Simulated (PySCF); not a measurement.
SMILES c1ccc(-c2cccs2)cc1 (C₁₀H₈S) (GFN2-xTB optimised geometry):

```
19

C     -1.557    -3.024     0.000
C     -2.239    -1.819     0.000
C     -1.548    -0.623     0.000
C     -0.151    -0.608     0.000
C      0.586     0.640     0.000
C      0.111     1.924     0.000
C      1.127     2.900     0.000
C      2.372     2.359     0.000
S      2.329     0.644     0.000
C      0.523    -1.831     0.000
C     -0.172    -3.024     0.000
H     -2.101    -3.957     0.000
H     -3.320    -1.810     0.000
H     -2.097     0.306     0.000
H     -0.934     2.175     0.000
H      0.936     3.959     0.000
H      3.320     2.860     0.000
H      1.604    -1.838     0.000
H      0.369    -3.959     0.000
```

Method: CAM-B3LYP/def2-SVP run with PySCF.

Task: What are the frontier orbital energies and the dipole moment?

Result: HOMO-2 -8.65 eV, HOMO-1 -8.40 eV, HOMO -7.19 eV, LUMO -0.08 eV, LUMO+1 1.05 eV; dipole moment 0.44 D.

On the same geometry PBE/def2-SVP run with PySCF 2.14.0 gives HOMO-2 -6.40 eV, HOMO-1 -6.16 eV, HOMO -5.20 eV, LUMO -1.92 eV, LUMO+1 -1.05 eV; dipole moment 0.44 D.

Meta-Löwdin charges at CAM-B3LYP/def2-SVP: C1 -0.11, C2 -0.10, C3 -0.11, C4 0.01, C5 -0.10, C6 -0.14, C7 -0.13, C8 -0.23, S9 0.24, C10 -0.11, C11 -0.10, H12 0.10, H13 0.10, H14 0.10, H15 0.11, H16 0.11, H17 0.13, H18 0.10, H19 0.10.
